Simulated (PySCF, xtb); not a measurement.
CH4Cl2OSSi, SMILES CO[Si](S)(Cl)Cl. The values are those of a single conformer.

Harmonic wavenumbers (cm⁻¹) from GFN2-xTB (xtb) at its own minimum, in rising order: 52, 98, 104, 122, 139, 157, 178, 231, 293, 399, 519, 563, 717, 790, 1126, 1128, 1155, 1409, 1467, 1470, 2475, 2979, 2986, 3015.

### Question
What does PBE-D3(BJ)/def2-SVP run with PySCF give at its own minimum? (Estimate from the structure and the level; the computed values follow.)

### Answer
63, 90, 103, 131, 154, 182, 203, 261, 311, 416, 565, 613, 706, 802, 1109, 1134, 1163, 1418, 1418, 1425, 2625, 2943, 3024, 3068. Paired by order, the mean absolute difference is 29 cm⁻¹ and the zero-point energies are 33.7 and 34.2 kcal/mol.
